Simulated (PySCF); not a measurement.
FH₅N₂Sn, SMILES [NH2][SnH]([NH2])[F]. Atoms are numbered in the order given.

```xyz
9

Sn     0.0454     0.0904    -0.2233
N     -1.6393    -1.0514    -0.2364
N      1.5692    -1.0934     0.4222
F     -0.1360     1.5523     1.0769
H      0.3354     0.8428    -1.7293
H     -2.4045    -0.6299    -0.7636
H     -1.9886    -1.2538     0.7009
H      1.2300    -1.8557     1.0103
H      2.2731    -0.5808     0.9546
```
Charge 0, spin multiplicity 1.

Geometry optimised at B3LYP-D3(BJ)/def2-SVP. The structure was generated by enumeration; whether it is a known compound was not checked. The def2 effective core potentials stand for the cores of Sn; spin–orbit coupling is left out. Other conformers were not sampled.

Computed with PBE/def2-TZVP (PySCF).

Gas-phase values at a fixed geometry.

```
Item                                                                                                           Result
---------------------------------------------------------------------------------------------  ----------------------
total energy                                                                                       -426.56145 hartree
highest occupied level                                                                                       -6.24 eV
lowest empty level                                                                                           -1.66 eV
orbital gap                                                                                                   4.58 eV
dipole moment                                                                                                  1.25 D
quadrupole, principal values (traceless, Buckingham form, about the centre of nuclear charge)  -15.27, 5.77, 9.50 D·Å
mean static polarisability                                                                       54.7 bohr³ (8.11 Å³)
polarisability, principal values                                                               48.4, 55.7, 60.1 bohr³
```
